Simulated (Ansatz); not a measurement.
Harmonic vibrations of `[F][Ti]([F])([F])[F]` by finite differences.

```yaml
crystal:
  periodic: [false, false, false]
  atoms:
    - {symbol: F, position_ang: [0.185223, -0.771530, 1.548170]}
    - {symbol: Ti, position_ang: [0.009858, -0.014667, -0.008209]}
    - {symbol: F, position_ang: [-1.240185, 1.192441, 0.071105]}
    - {symbol: F, position_ang: [-0.417625, -1.215448, -1.191921]}
    - {symbol: F, position_ang: [1.512630, 0.735504, -0.460645]}
basis:
  gaussian: {orbitals: def2-TZVP}
hamiltonian: {xc: pbe0, dispersion: d4}
phonons: {temperatures: {t_min: 298.15, t_max: 900, t_step: 200}}
```

```sh
$ ansatz run in.yaml --threads 4 --pin off --events-out ev --progress --plain --max-ram 10444MiB
```

It prints (some lines left out):

```
Functional definition: PBE0
mean field -33979.82225881 eV, -1248.7354356606 hartree, gradient 2.7e-5 eV, S^2 0.000000; 0 other end points of the search recorded, 0 dependent functions left out
mean field -33979.82225418 eV, -1248.7354354905 hartree, gradient 2.0e-6 eV, S^2 0.000000; 0 other end points of the search recorded, 0 dependent functions left out
mean field -33979.82225263 eV, -1248.7354354334 hartree, gradient 2.7e-6 eV, S^2 0.000000; 0 other end points of the search recorded, 0 dependent functions left out
mean field -33979.82222942 eV, -1248.7354345805 hartree, gradient 2.2e-6 eV, S^2 0.000000; 0 other end points of the search recorded, 0 dependent functions left out
mean field -33979.82224444 eV, -1248.7354351326 hartree, gradient 2.3e-6 eV, S^2 0.000000; 0 other end points of the search recorded, 0 dependent functions left out
mean field -33979.82219888 eV, -1248.7354334580 hartree, gradient 1.1e-6 eV, S^2 0.000000; 0 other end points of the search recorded, 0 dependent functions left out
mean field -33979.82216271 eV, -1248.7354321290 hartree, gradient 1.3e-6 eV, S^2 0.000000; 0 other end points of the search recorded, 0 dependent functions left out
mean field -33979.82211301 eV, -1248.7354303024 hartree, gradient 1.6e-6 eV, S^2 0.000000; 0 other end points of the search recorded, 0 dependent functions left out
mean field -33979.82211113 eV, -1248.7354302333 hartree, gradient 1.6e-6 eV, S^2 0.000000; 0 other end points of the search recorded, 0 dependent functions left out
mean field -33979.82211144 eV, -1248.7354302447 hartree, gradient 1.6e-6 eV, S^2 0.000000; 0 other end points of the search recorded, 0 dependent functions left out
mean field -33979.82211270 eV, -1248.7354302910 hartree, gradient 1.6e-6 eV, S^2 0.000000; 0 other end points of the search recorded, 0 dependent functions left out
mean field -33979.82211108 eV, -1248.7354302314 hartree, gradient 1.6e-6 eV, S^2 0.000000; 0 other end points of the search recorded, 0 dependent functions left out
mean field -33979.82211300 eV, -1248.7354303021 hartree, gradient 1.6e-6 eV, S^2 0.000000; 0 other end points of the search recorded, 0 dependent functions left out
mean field -33979.82219377 eV, -1248.7354332702 hartree, gradient 1.3e-6 eV, S^2 0.000000; 0 other end points of the search recorded, 0 dependent functions left out
mean field -33979.82222010 eV, -1248.7354342380 hartree, gradient 1.7e-6 eV, S^2 0.000000; 0 other end points of the search recorded, 0 dependent functions left out
mean field -33979.82222240 eV, -1248.7354343225 hartree, gradient 1.8e-6 eV, S^2 0.000000; 0 other end points of the search recorded, 0 dependent functions left out
mean field -33979.82219788 eV, -1248.7354334214 hartree, gradient 1.4e-6 eV, S^2 0.000000; 0 other end points of the search recorded, 0 dependent functions left out
mean field -33979.82225559 eV, -1248.7354355422 hartree, gradient 2.1e-6 eV, S^2 0.000000; 0 other end points of the search recorded, 0 dependent functions left out
mean field -33979.82225265 eV, -1248.7354354343 hartree, gradient 2.7e-6 eV, S^2 0.000000; 0 other end points of the search recorded, 0 dependent functions left out
mean field -33979.82224199 eV, -1248.7354350425 hartree, gradient 2.4e-6 eV, S^2 0.000000; 0 other end points of the search recorded, 0 dependent functions left out
mean field -33979.82225558 eV, -1248.7354355417 hartree, gradient 2.4e-6 eV, S^2 0.000000; 0 other end points of the search recorded, 0 dependent functions left out
mean field -33979.82219607 eV, -1248.7354333548 hartree, gradient 1.4e-6 eV, S^2 0.000000; 0 other end points of the search recorded, 0 dependent functions left out
mean field -33979.82222511 eV, -1248.7354344219 hartree, gradient 1.8e-6 eV, S^2 0.000000; 0 other end points of the search recorded, 0 dependent functions left out
mean field -33979.82219782 eV, -1248.7354334192 hartree, gradient 1.5e-6 eV, S^2 0.000000; 0 other end points of the search recorded, 0 dependent functions left out
mean field -33979.82222583 eV, -1248.7354344485 hartree, gradient 1.8e-6 eV, S^2 0.000000; 0 other end points of the search recorded, 0 dependent functions left out
mean field -33979.82220400 eV, -1248.7354336464 hartree, gradient 1.2e-6 eV, S^2 0.000000; 0 other end points of the search recorded, 0 dependent functions left out
mean field -33979.82216753 eV, -1248.7354323061 hartree, gradient 1.2e-6 eV, S^2 0.000000; 0 other end points of the search recorded, 0 dependent functions left out
mean field -33979.82224763 eV, -1248.7354352497 hartree, gradient 2.3e-6 eV, S^2 0.000000; 0 other end points of the search recorded, 0 dependent functions left out
mean field -33979.82222683 eV, -1248.7354344854 hartree, gradient 2.2e-6 eV, S^2 0.000000; 0 other end points of the search recorded, 0 dependent functions left out
mean field -33979.82224352 eV, -1248.7354350988 hartree, gradient 2.4e-6 eV, S^2 0.000000; 0 other end points of the search recorded, 0 dependent functions left out
mean field -33979.82225272 eV, -1248.7354354365 hartree, gradient 2.4e-6 eV, S^2 0.000000; 0 other end points of the search recorded, 0 dependent functions left out
Total energy: -33979.89240370 eV, -1248.7380134377 hartree
Atom 0 at     0.185223    -0.771530     1.548170 Å, force    -0.000417     0.000191     0.000501 eV/Å
Atom 1 at     0.009858    -0.014667    -0.008209 Å, force     0.000436    -0.000252    -0.000288 eV/Å
Atom 2 at    -1.240185     1.192441     0.071105 Å, force     0.000100    -0.000274     0.000254 eV/Å
Atom 3 at    -0.417625    -1.215448    -1.191921 Å, force    -0.000924    -0.000658    -0.000527 eV/Å
Atom 4 at     1.512630     0.735504    -0.460645 Å, force     0.000805     0.000993     0.000061 eV/Å
Dipole moment:    -0.000183     0.000109     0.000135 e Å
Vibrations: 191.93 191.94 220.85 220.87 220.88 729.09 812.99 813.01 813.02 cm⁻¹, zero-point energy 0.261272 eV
```

Run time 43 s (4 threads of an Arm Neoverse V1 on a shared host); peak host memory 0.39 GiB.
